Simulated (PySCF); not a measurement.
# Basis-set dependence of population analyses: `CB(F)OCF`

Compound: C₂H₅BF₂O.
Numbering: `[CH3:1][B:2]([F:3])[O:4][CH2:5][F:6]` (hydrogens: H7, H8, H9 on C1; H10, H11 on C5)

PBE0 throughout (PySCF), one geometry, spherical d and f functions. Geometry: PBE0-D3(BJ)/def2-SVP, one conformer, isolated molecule. Atoms taken as equivalent share a column and are averaged. The first 7 of 8 kinds of atom are listed.

Mulliken charges (e):

```
        basis  functions      C1      B2      F3      O4      C5      F6  H7/H8/H9
       STO-3G         35  -0.350  +0.376  -0.132  -0.263  +0.067  -0.105    +0.079
        6-31G         64  -0.749  +0.763  -0.317  -0.531  +0.216  -0.324    +0.193
     pcSseg-0         64  -1.087  +0.994  -0.334  -0.669  +0.258  -0.379    +0.252
       6-31G*         94  -0.760  +0.645  -0.284  -0.424  +0.236  -0.327    +0.197
      cc-pVDZ        109  -0.209  +0.151  -0.129  -0.190  +0.329  -0.226    +0.064
     def2-SVP        109  -0.201  +0.144  -0.138  -0.249  +0.406  -0.262    +0.073
  aug-cc-pVDZ        183  +0.563  +0.848  -0.462  -0.467  +1.323  -0.411    -0.278
6-311+G(2d,p)        192  -0.723  +1.039  -0.311  -0.614  +0.073  -0.283    +0.171
    def2-TZVP        216  -0.464  +0.398  -0.259  -0.272  +0.149  -0.210    +0.147
      cc-pVTZ        250  -0.374  +0.273  -0.207  -0.175  +0.239  -0.204    +0.112
     IGLO-III        260  -0.553  +0.792  -0.377  -0.403  +0.152  -0.243    +0.132
```

IAO charges (e):

| basis | functions | C1 | B2 | F3 | O4 | C5 | F6 | H7/H8/H9 |
| --- | --- | --- | --- | --- | --- | --- | --- | --- |
| STO-3G | 35 | -0.549 | +0.412 | -0.170 | -0.265 | +0.037 | -0.135 | +0.142 |
| 6-31G | 64 | -0.617 | +0.598 | -0.319 | -0.380 | +0.169 | -0.289 | +0.174 |
| pcSseg-0 | 64 | -0.608 | +0.580 | -0.307 | -0.378 | +0.186 | -0.282 | +0.170 |
| 6-31G* | 94 | -0.607 | +0.638 | -0.326 | -0.404 | +0.232 | -0.302 | +0.165 |
| cc-pVDZ | 109 | -0.605 | +0.624 | -0.325 | -0.395 | +0.230 | -0.304 | +0.165 |
| def2-SVP | 109 | -0.596 | +0.622 | -0.323 | -0.393 | +0.234 | -0.305 | +0.162 |
| aug-cc-pVDZ | 183 | -0.619 | +0.637 | -0.334 | -0.401 | +0.229 | -0.319 | +0.171 |
| 6-311+G(2d,p) | 192 | -0.623 | +0.644 | -0.336 | -0.405 | +0.228 | -0.320 | +0.172 |
| def2-TZVP | 216 | -0.624 | +0.650 | -0.338 | -0.408 | +0.234 | -0.319 | +0.171 |
| cc-pVTZ | 250 | -0.625 | +0.648 | -0.336 | -0.407 | +0.233 | -0.316 | +0.171 |
| IGLO-III | 260 | -0.625 | +0.648 | -0.338 | -0.407 | +0.230 | -0.320 | +0.172 |

Some averages cover members that differ in this geometry, most widely: H7/H8/H9, Mulliken in aug-cc-pVDZ -0.352 to -0.234 e.

Question: Which scheme is steadiest as the basis changes?

Answer: Largest range over the bases for any column: IAO 0.24 e, Mulliken 1.65 e. IAO charges move least and Mulliken charges most, counted in e. Without the minimal STO-3G basis the ranges are IAO 0.07, Mulliken 1.65 e.

Question: How much do the charges still move between the two largest bases, cc-pVTZ and IGLO-III?

Answer: At most, over all atoms: Mulliken 0.519 e, IAO 0.004 e.

Question: What do the same runs give for the total energy, the frontier levels and the dipole moment?

Answer: 
| basis | energy (Eh) | HOMO (eV) | LUMO (eV) | μ (D) |
| --- | --- | --- | --- | --- |
| STO-3G | -373.5528 | -5.57 | 4.26 | 0.90 |
| 6-31G | -378.5872 | -9.26 | 0.65 | 1.68 |
| pcSseg-0 | -377.8316 | -9.31 | 0.62 | 1.71 |
| 6-31G* | -378.6850 | -9.09 | 1.02 | 1.36 |
| cc-pVDZ | -378.7134 | -9.17 | 0.82 | 1.44 |
| def2-SVP | -378.4131 | -9.28 | 0.75 | 1.47 |
| aug-cc-pVDZ | -378.7434 | -9.45 | -0.09 | 1.56 |
| 6-311+G(2d,p) | -378.8216 | -9.49 | 0.06 | 1.60 |
| def2-TZVP | -378.8586 | -9.42 | 0.58 | 1.52 |
| cc-pVTZ | -378.8417 | -9.36 | 0.65 | 1.48 |
| IGLO-III | -378.8665 | -9.45 | 0.48 | 1.55 |

The dipole is fixed by the density alone, so its range of 0.81 D shows that the density itself changes with the basis, not only its division among atoms.
